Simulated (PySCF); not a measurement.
## Structure revision by computed shifts

A compound C7H9NSi gives the data below (simulated from a calculation) and was assigned the structure `c1cc([SiH]2CC2)ccn1`.

13C{1H} NMR (computed): δ 172.5 (C), 155.2 (CH), 141.7 (CH), 124.8 (CH), 122.3 (CH), 20.5 (CH), 8.3 (CH2).

1H NMR (400 MHz, computed): δ 8.59 (d, 1H), 7.73 (m, 1H), 7.34 (d, 1H), 6.96 (m, 1H), 2.93 (m, 1H), 2.68 (m, 1H), 2.28 (m, 1H), 2.03 (m, 1H), 1.20 (m, 1H).

[PySCF: σ from GIAO-PBE0/pcSseg-1; coordinates at the GFN2-xTB level; no relativistic terms; no solvent model; one conformer]

Scale: 1H (31.72 ppm), 13C (186.93 ppm) against TMS (reference shieldings calculated alike).

(1) Compare with the shifts computed for the proposed structure, pairing carbons in order of shift.

(2) Which isomer fits?

## Answers

(1) Structure with atom numbers: `[cH:1]1[cH:2][c:3]([SiH:4]2[CH2:5][CH2:6]2)[cH:7][cH:8][n:9]1`. Hydrogens are named by the atom that carries them.

| atom | computed for proposal | given list | difference |
| --- | --- | --- | --- |
| C1 | 154.6 | 172.5 | -17.9 |
| C8 | 154.6 | 155.2 | -0.6 |
| C3 | 148.7 | 141.7 | +7.0 |
| C2 | 133.2 | 124.8 | +8.4 |
| C7 | 133.2 | 122.3 | +10.9 |
| C5 | 0.4 | 20.5 | -20.1 |
| C6 | 0.4 | 8.3 | -7.9 |

The rms difference is 12.1 ppm and the largest -20.1 ppm at C5 (three-membered-ring carbon). The proposal also would give 4 carbon signals, not 7. The carbon types in order of shift don't match either: CH, CH, C, CH, CH, CH2, CH2 for the proposal against C, CH, CH, CH, CH, CH, CH2 in the data. The proposal doesn't fit.

(2) SMILES C1=C([C@@H]2C[SiH2]2)N=CC=C1.

1. Carbon types of the structure: 1 × C, 5 × CH, 1 × CH2, leaving 2 H on heteroatoms.
2. δC 172.5: substituted aromatic carbon next to a ring nitrogen.
3. δC 155.2: aromatic CH next to a ring nitrogen; the adjacent pyridine-type nitrogen withdraws density from it.
4. δC 141.7, 124.8, 122.3: aromatic CH.
5. δH 8.59: hydrogen on an aromatic CH next to a ring nitrogen; ring current plus the neighbouring ring nitrogen.

This is the structure that produced the data.

Shifts are as computed. Against solution values, carbons near 30 ppm lie about +3 ppm off and those near 130 ppm about +5 ppm. Of 1211 compounds with measured shifts, 218 miss one by over three times the rms of a fit or turn the order of signals round; such compounds aren't used in these exercises. No couplings were computed; multiplicities are counted from neighbouring protons, with m where these are inequivalent, close in shift, in a saturated or five-membered ring or joined by F or P, and br s for small geminal =CH2 splittings.
